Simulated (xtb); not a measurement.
C3H4O3, charge -1, doublet, from a rough starting geometry (a state made from the parent by changing its charge; the spin is typed, not shown lowest); xtb 6.7.1 with GFN2-xTB.

Here is a job for xtb.
```
$ xtb mol.xyz --gfn 2 --chrg -1 --uhf 1 --opt vtight --json

# file mol.xyz
10

O      2.60330277    -0.11902586     0.00470500
C      1.47827947    -0.10358097    -0.00696566
O      0.63179284    -1.17193143     0.10383627
C     -0.66153407    -0.70982540     0.07598623
C     -0.62542470     0.78271491    -0.04696917
O      0.75380607     1.07408815    -0.08671913
H     -1.17931115    -1.10187896     1.03854588
H     -1.14360097    -1.19341720    -0.86379535
H     -1.11880889     1.24456830    -0.92636200
H     -1.01253159     1.31116473     0.88755341
```

It wrote (shortened):

```
   ID    Z sym.   atoms
    1    8 O      1, 3, 6
    2    6 C      2, 4, 5
    3    1 H      7-10

           -------------------------------------------------
          |                Calculation Setup                |
           -------------------------------------------------

           -------------------------------------------------
          |                 G F N 2 - x T B                 |
           -------------------------------------------------

          ...................................................
          :                      SETUP                      :
          :.................................................:
          :  # basis functions                  28          :
          :  # atomic orbitals                  28          :
          :  # shells                           16          :
          :  # electrons                        35          :
          :  max. iterations                   250          :
          :  Hamiltonian                  GFN2-xTB          :
          :  restarted?                      false          :
          :  GBSA solvation                  false          :
          :  PC potential                    false          :
          :  electronic temp.          300.0000000     K    :
          :  accuracy                    1.0000000          :
          :  -> integral cutoff          0.2500000E+02      :
          :  -> integral neglect         0.1000000E-07      :
          :  -> SCF convergence          0.1000000E-05 Eh   :
          :  -> wf. convergence          0.1000000E-03 e    :
          :  Broyden damping             0.4000000          :
          :  net charge                         -1          :
          :  unpaired electrons                  1          :
          ...................................................

 iter      E             dE          RMSdq      gap      omega  full diag
   1    -20.7999224 -0.207999E+02  0.604E+00    4.13       0.0  T
   2    -20.8929936 -0.930712E-01  0.313E+00    1.90       1.0  T
   3    -20.8952913 -0.229770E-02  0.148E+00    1.89       1.0  T
   4    -20.8959472 -0.655929E-03  0.248E-01    1.62       1.0  T
   5    -20.8960155 -0.682487E-04  0.936E-02    1.77       1.0  T
   6    -20.8960342 -0.186733E-04  0.347E-02    1.76       1.0  T
   7    -20.8960365 -0.238204E-05  0.118E-02    1.77       2.7  T
   8    -20.8960368 -0.241272E-06  0.264E-03    1.77      12.0  T
   9    -20.8960368 -0.272852E-07  0.154E-03    1.76      20.6  T
  10    -20.8960368 -0.123119E-07  0.471E-04    1.76      67.1  T
  11    -20.8960368 -0.887077E-09  0.575E-05    1.76     549.5  T

   *** convergence criteria satisfied after 11 iterations ***

         :::::::::::::::::::::::::::::::::::::::::::::::::::::
         ::                     SUMMARY                     ::
         :::::::::::::::::::::::::::::::::::::::::::::::::::::
         :: total energy             -20.727672300179 Eh    ::
         :: gradient norm              0.416067058875 Eh/a0 ::
         :: HOMO-LUMO gap              1.764252763048 eV    ::
         ::.................................................::
         :: SCC energy               -20.896034329434 Eh    ::
         :: -> isotropic ES            0.207291806884 Eh    ::
         :: -> anisotropic ES         -0.010352519213 Eh    ::
         :: -> anisotropic XC         -0.007119627924 Eh    ::
         :: -> dispersion             -0.006208669129 Eh    ::
         :: repulsion energy           0.168362029254 Eh    ::
         :: add. restraining           0.000000000000 Eh    ::
         :: total charge              -1.000000000000 e     ::
         :::::::::::::::::::::::::::::::::::::::::::::::::::::

      -----------------------------------------------------------
     |                   =====================                   |
     |                        A N C O P T                        |
     |                   =====================                   |
[...]
 * total energy  :   -20.8039968 Eh     change       -0.4496179E-04 Eh
 * total energy  :   -20.8040230 Eh     change       -0.2617191E-04 Eh
 * total energy  :   -20.8040492 Eh     change       -0.2627672E-04 Eh
 * total energy  :   -20.8040713 Eh     change       -0.2209108E-04 Eh
 * total energy  :   -20.8040904 Eh     change       -0.1909840E-04 Eh
 * total energy  :   -20.8041078 Eh     change       -0.1732687E-04 Eh
 * total energy  :   -20.8041131 Eh     change       -0.5298471E-05 Eh
 * total energy  :   -20.8041193 Eh     change       -0.6237941E-05 Eh
 * total energy  :   -20.8041230 Eh     change       -0.3691511E-05 Eh
 * total energy  :   -20.8041245 Eh     change       -0.1531636E-05 Eh
 * total energy  :   -20.8041248 Eh     change       -0.3029925E-06 Eh
 * total energy  :   -20.8041249 Eh     change       -0.5247322E-07 Eh
   *** GEOMETRY OPTIMIZATION CONVERGED AFTER 58 ITERATIONS ***
         :: total energy             -20.804124878658 Eh    ::
[...]
        14        2.0000           -0.2639958              -7.1837
        15        2.0000           -0.2309897              -6.2855
        16        2.0000           -0.2067428              -5.6258
        17        2.0000           -0.1787219              -4.8633
        18        1.0000           -0.0411462              -1.1196 (HOMO)
        19                          0.2025585               5.5119 (LUMO)
        20                          0.2393707               6.5136
        21                          0.2546518               6.9294
        22                          0.2667282               7.2580
        23                          0.2691643               7.3243
        24                          0.3032931               8.2530
        25                          0.3523725               9.5885
        26                          0.3982130              10.8359
        27                          0.4281197              11.6497
        28                          0.6753076              18.3761
      -------------------------------------------------------------
                  HL-Gap            0.2437047 Eh            6.6315 eV
             Fermi-level           -0.0146140 Eh           -0.3977 eV

     #   Z          covCN         q      C6AA      α(0)
     1   8 O        0.855    -0.593    25.948     6.830
     2   6 C        2.638     0.267    22.492     7.758
     3   8 O        1.694    -0.408    20.996     6.186
     4   6 C        3.721     0.114    18.815     6.195
     5   6 C        3.721     0.114    18.814     6.195
     6   8 O        1.694    -0.408    20.995     6.186
     7   1 H        0.922    -0.021     3.447     2.904
     8   1 H        0.923    -0.022     3.476     2.916
     9   1 H        0.923    -0.022     3.476     2.916
    10   1 H        0.922    -0.021     3.447     2.904

 Mol. C6AA /au·bohr⁶  :       1225.305427
 Mol. C8AA /au·bohr⁸  :      26115.104622
 Mol. α(0) /au        :         50.988584

Wiberg/Mayer (AO) data.
largest (>0.10) Wiberg bond orders for each atom

 ---------------------------------------------------------------------------
     #   Z sym  total        # sym  WBO       # sym  WBO       # sym  WBO
 ---------------------------------------------------------------------------
     1   8 O    1.768 --     2 C    1.595
     2   6 C    3.337 --     1 O    1.595     6 O    0.839     3 O    0.839
     3   8 O    2.026 --     4 C    1.027     2 C    0.839
     4   6 C    3.979 --     3 O    1.027     8 H    0.971     7 H    0.967
                             5 C    0.961
     5   6 C    3.979 --     6 O    1.027     9 H    0.971    10 H    0.967
                             4 C    0.961
     6   8 O    2.026 --     5 C    1.027     2 C    0.839
     7   1 H    1.000 --     4 C    0.967
     8   1 H    1.000 --     4 C    0.971
     9   1 H    1.000 --     5 C    0.971
    10   1 H    1.000 --     5 C    0.967
 ---------------------------------------------------------------------------

Topologies differ in total number of bonds
Writing topology from bond orders to xtbtopo.mol

molecular dipole:
                 x           y           z       tot (Debye)
 q only:       -2.905       0.139      -0.330
   full:       -3.508       0.181      -0.204       8.943
molecular quadrupole (traceless):
                xx          xy          yy          xz          yz          zz
 q only:       -7.374       0.185       2.565      -5.074       0.447       4.809
  q+dip:      -10.385       0.420       3.159      -4.628       0.556       7.226
   full:       -9.592       0.351       3.271      -5.061       0.505       6.321

optimized geometry written to: xtbopt.xyz

           -------------------------------------------------
          | TOTAL ENERGY              -20.804124878658 Eh   |
          | GRADIENT NORM               0.000081167174 Eh/α |
          | HOMO-LUMO GAP               6.631542741017 eV   |
           -------------------------------------------------
```
